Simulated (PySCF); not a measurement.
# Computed properties of H₂Si₂, SMILES [Si]=[SiH2]

H₂Si₂, SMILES [SiH2]=[Si] (connectivity only; charge and spin as stated), neutral, multiplicity 1. The structure is a stationary point at r2SCAN-D4/def2-TZVP. The isomer is the one that the SMILES or the coordinates give; other isomers of the formula were not compared. One conformer was computed; it need not be the lowest. All values are computed for the isolated molecule unless a solvent is named; none is compared with measurement here.

**Structure.** The optimised structure has C2v symmetry. All 6 harmonic modes at r2SCAN-D4/def2-TZVP (PySCF) are real, so it is a minimum.

**Vibrations.** The strongest infrared lines (harmonic, unscaled, degenerate partners summed) lie at 2215 cm⁻¹ (50 km/mol, H 95 %), 877 cm⁻¹ (49 km/mol, H 92 %, Si 8 %), 2187 cm⁻¹ (43 km/mol, H 98 %). The softest mode is at 218 cm⁻¹ and the zero-point energy is 9.1 kcal/mol.

**Electronic structure.** PBE0/def2-TZVPD (PySCF) places the frontier levels at -5.90 and -3.54 eV, a gap of 2.36 eV, and gives a dipole moment of 0.22 D and a mean polarisability of 75.5 bohr³. PBE/def2-TZVPD (PySCF) at the same geometry gives -5.09 and -4.42 eV, so its gap is 1.69 eV narrower. An orbital gap is neither the optical nor the fundamental gap.

**Excitations.** TDA-B3LYP/def2-TZVPD (PySCF) has S1 at 0.80 eV (1546 nm, f = 0.000, dark); the most intense of the 10 singlets computed lies at 5.81 eV (f = 0.30). T1 (TDA) is at 0.29 eV, 0.51 eV under S1. TDA-PBE/def2-TZVPD (PySCF) puts S1 at 0.84 eV.

**NMR.** GIAO shifts at PBE0/pcSseg-2 (PySCF) (non-relativistic, atoms alike by connectivity averaged): ¹H at 10.1 ppm against TMS; ²⁹Si from 237.0 to 2384.0 ppm against TMS.

**Solvation.** SMD-ωB97X/def2-SVP (PySCF) gives -0.8 kcal/mol in water, -2.6 kcal/mol in diethylether, -1.9 kcal/mol in n-hexane (1 M in both phases, gas-phase geometry); of these solvents diethylether holds the molecule best.
